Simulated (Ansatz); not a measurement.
**Question.** Name a neutral molecule of Al, C, F, Si and H with HOMO energy (ωB97M-V/def2-TZVPP) between -9.90 and -9.60 eV and size of the dipole moment (ωB97M-V/def2-TZVPP) between 0.80 and 1.10 D (Ansatz, PBE0-D4/def2-TZVP geometry).

**Answer.** `[CH3][Al]([F])[SiH2]F` (-9.64 eV, 1.07 D). Other molecules can fit too; these were computed, each in one conformer that needn't be the lowest.
